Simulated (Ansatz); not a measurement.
System: C₅H₇, net charge 0, doublet state. It need not be the lowest isomer of its formula. 
Structure (B3LYP-D3(BJ)/def2-TZVP (Ansatz, a quantum-chemistry and plane-wave program) minimum search):
SMILES: [CH2]/C=C\C=C
```xyz
12

C      2.3239    -0.1307     0.2863
C      0.9850    -0.3228     0.2193
C      0.0643     0.6510    -0.2320
C     -1.3367     0.4958    -0.3188
C     -2.0681    -0.6043     0.0094
H      2.9902    -0.9057     0.6386
H      2.7720     0.8095    -0.0124
H      0.5919    -1.2849     0.5316
H      0.4759     1.6062    -0.5399
H     -1.8814     1.3582    -0.6908
H     -3.1433    -0.6064    -0.1002
H     -1.6153    -1.5109     0.3881
```
Charge 0, spin multiplicity 2.

Parts of the frozen-core correlation energy in 6-31G (Ansatz, hartree). Frozen orbitals: 5; correlated occupied orbitals by spin: 14 and 13; virtual: 40 and 41. Open shells are spin-unrestricted. Spin-orbit coupling is left out. Non-relativistic.

```json
[
 {"term": "reference (HF)", "value": "-193.30019"},
 {"term": "MP2 opposite-spin", "value": "-0.29626"},
 {"term": "MP2 same-spin", "value": "?"},
 {"term": "CCSD correlation", "value": "?"},
 {"term": "(T)", "value": "?"},
 {"term": "T1 diagnostic", "value": "0.037"},
 {"term": "largest doubles amplitude", "value": "0.117"},
 {"term": "<S^2> of the reference", "value": "1.219"}
]
```

Problem. Some entries are withheld; supply them.

Solution. 
- MP2 same-spin, value: -0.08804
- CCSD correlation, value: -0.45723
- (T), value: -0.01370
